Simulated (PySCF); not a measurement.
**Broadened absorption spectrum of [C7H14P]+**

C7H14P (charge +1).
SMILES: `CC1=CC[P+](C)(C)C1`

Computed with TDDFT CAM-B3LYP/def2-SVPD, vertical, gas phase, core orbitals frozen in the response in PySCF. Geometry: PBE0-D3(BJ)/def2-SVP, one conformer, isolated ion.

Computed states:

| state | E (eV) | f |
| --- | --- | --- |
| S1 | 6.74 | 0.167 |
| S2 | 7.06 | 0.0029 |
| S3 | 7.44 | 0.014 |
| S4 | 7.51 | 0.0098 |
| S5 | 7.62 | 0.119 |
| S6 | 8.24 | 0.0059 |
| S7 | 8.37 | 0.019 |
| S8 | 8.43 | 0.0099 |
| S9 | 8.67 | 0.014 |
| S10 | 8.74 | 0.0067 |

Broadening: Gaussians 0.25 eV wide at half height, area fixed by f = 4.319×10⁻⁹ ∫ε dν̃. The cross-section is σ = 3.8235×10⁻²¹ ε cm², given in Mb (10⁻¹⁸ cm²). The width is an assumption, not a result. The curve ends short of the highest state used, and states not computed would add to its high-energy end.

Task: Give the broadened spectrum and its maxima.

Result: 
```tsv
E (eV)	σ (Mb)
6.37	0.14
6.45	1.52
6.52	7.55
6.60	27.70
6.68	57.59
6.75	68.59
6.83	49.26
6.91	20.39
6.99	5.53
7.06	1.98
7.14	1.06
7.22	1.13
7.29	2.93
7.37	9.16
7.45	22.59
7.53	42.13
7.60	52.88
7.68	43.56
7.76	21.05
7.84	5.84
7.91	1.22
7.99	0.27
8.07	0.82
8.14	2.42
```

Maxima: 184 nm (6.74 eV), ε about 18000, made up of S1 (100%); 163 nm (7.61 eV), ε about 14000, made up of S5 (92%) (ε in L mol⁻¹ cm⁻¹; maxima over ε = 5, shares over 10%). At its high-energy end, 8.14 eV, the curve is still rising (ε about 630, from S6 and S7).

Task: On this curve, what absorbance would a 10⁻³ mol/L sample give at 193 nm over a 1 cm path?

Result: 193 nm is 6.424 eV, where ε is about 200 L mol⁻¹ cm⁻¹, so A = ε c l ≈ 0.2 (Beer–Lambert, with the gas-phase spectrum and the assumed width).

Task: Coming from long wavelengths, where does ε first pass 100 L mol⁻¹ cm⁻¹?

Result: At about 194 nm (6.40 eV), 0.34 eV below S1.

Task: What would ε be at 6.74 eV, the highest of these maxima, with half the width (0.125 eV)?

Result: About 35900 L mol⁻¹ cm⁻¹ against 18000, a factor of about 2.00; a lone state at its own centre would give exactly 2.

All these states lie below the vertical ionisation energy of 13.17 eV (ΔSCF).
